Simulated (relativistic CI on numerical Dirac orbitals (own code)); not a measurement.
Electric-dipole lines of K⁺

These numbers are calculated, not measured: Dirac-Coulomb-Breit CI, orbitals from a KLI potential per configuration, model QED (radiative potential, 1s self-energy scaled to tabulated hydrogen-like ionisation energies), valence Slater integrals scaled by 0.85, P86 correlation estimate, and configurations built on the next ion tied to the tabulated ionisation energy (semi-empirical) (own radial code, finite nucleus).

CI space (outside the closed core [Ne]): 3s2 3p6, 3s2 3p5 4s, 3s2 3p5 3d, 3s2 3p5 4p, 3s2 3p5 4d, 3s2 3p5 5s, 3s2 3p5 4f, 3s2 3p4 3d2, 3s 3p6 3d, 3s2 3p5 5p, 3s2 3p5 5d, 3s2 3p5 5f, 3s2 3p5 5g. Levels of other configurations are missing.

```csv
λ vac (Å),Lower,Upper,A (s⁻¹),E lower (cm⁻¹),E upper (cm⁻¹)
425.68,3s2 3p6 1S_0 [1],3s2 3p5 5d 3D°_1 [73],2.12e+08,0.0,234917.2
429.27,3s2 3p6 1S_0 [1],3s2 3p5 5d 3P°_1 [67],7.22e+06,0.0,232955.5
436.93,3s2 3p6 1S_0 [1],3s2 3p5 5d 1P°_1 [61],4.04e+09,0.0,228868.2
455.06,3s2 3p6 1S_0 [1],3s2 3p5 4d 3D°_1 [40],8.97e+07,0.0,219752.3
462.82,3s2 3p6 1S_0 [1],3s2 3p5 4d 3P°_1 [33],1.27e+07,0.0,216066.7
463.29,3s2 3p6 1S_0 [1],3s2 3p5 5s 1P°_1 [32],7.93e+08,0.0,215847.2
467.71,3s2 3p6 1S_0 [1],3s2 3p5 5s 3P°_1 [29],6.88e+08,0.0,213806.4
492.93,3s2 3p6 1S_0 [1],3s2 3p5 3d 1P°_1 [27],8.04e+09,0.0,202869.4
547.24,3s2 3p6 1S_0 [1],3s2 3p5 3d 3D°_1 [14],1.72e+07,0.0,182735.6
592.47,3s2 3p6 1S_0 [1],3s2 3p5 4s 1P°_1 [8],2.11e+09,0.0,168783.6
598.01,3s2 3p6 1S_0 [1],3s2 3p5 3d 3P°_1 [5],7.42e+08,0.0,167222.5
605.87,3s2 3p6 1S_0 [1],3s2 3p5 4s 3P°_1 [3],1.48e+08,0.0,165052.1
```

Terms are leading LS components. Brackets give the number of a level in order of energy, since labels repeat. The list gives strong lines, with weight on those to low levels, without configurations that were not tied to measured data, without lines whose two gauges differ by over a factor of 2.5, among the lowest 100 of 216 levels, so that lines to higher ones, which can be the strongest, are missing, and without lines across small gaps between configurations, and without 159 lines that miss the measured interval by over 3.5 %, start from a term whose rates miss tabulated ones by over 60 %, have gauges far apart or, lacking measured levels, span too small a gap for the errors found; lines with a level outside our table were not tested and can miss by more. Levels whose partners in the same complex of configurations lie outside the list can be far off, and so can their lines. Rates are taken at the computed energies, electric ones in the length gauge.

Configurations that consist of the next ion and one excited electron were tied to the tabulated ionisation energy; Rydberg ones are usually within 1,000 to 3,000 cm⁻¹ and the lowest ones within about 6,000 (9,000 in d shells), while levels on excited terms of the next ion carry the error of that term, and the other configurations can be misplaced by 10,000 cm⁻¹ or more. Rates follow the energies as ν³ (E1, M1) or ν⁵ (E2), so rates, branching and lifetimes can be off by large factors. The fine structure of a lone outer electron comes out too small, for d and f at times inverted, and misplaced configurations move strength between like terms. 5 of the 7 excited levels that our extract of the measured tables holds in this range could be paired (the sources list more); they are missed by 2323 cm⁻¹ on average and 2766 at most, and levels without a partner can miss by more.

LS names give the leading component of a level, which can be under half, so a name can repeat, a term be missing and a line seem to break the LS rules.
